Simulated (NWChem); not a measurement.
System: CCl$_{3}$, doublet; SMILES Cl[C](Cl)Cl

Input file for NWChem:

```
start job
memory heap 200 mb stack 700 mb global 900 mb
geometry units angstroms noautosym nocenter noautoz
  Cl    -1.632276    -0.423451    -0.024816
  C      0.000000     0.000000     0.271240
  Cl     1.182858    -1.201867    -0.024816
  Cl     0.449418     1.625318    -0.024816
end
basis spherical
  * library 6-31g*
end
dft
  odft
  mult 2
  xc b3lyp
  iterations 150
end
property
  efieldgrad
end
task dft property
```

In the optimisation the excess spin sits in a (C3, its own frame). Coordinates come from a PBE0/def2-SVP, spin-unrestricted optimisation. No stability test was run on the SCF state.

Vzz is the largest principal value of the second derivative of the potential at the nucleus (NWChem prints the opposite sign); η is the asymmetry. Non-relativistic.

Atoms are numbered as in the input.

**Question.** Predict the main results of this run. (B3LYP/6-31G* (spherical d), spin-unrestricted.) Quantities: Vzz Cl4 (a.u.); η Cl4.

**Answer.** 
- Vzz Cl4 (a.u.) = 3.795
- η Cl4 = 0.13
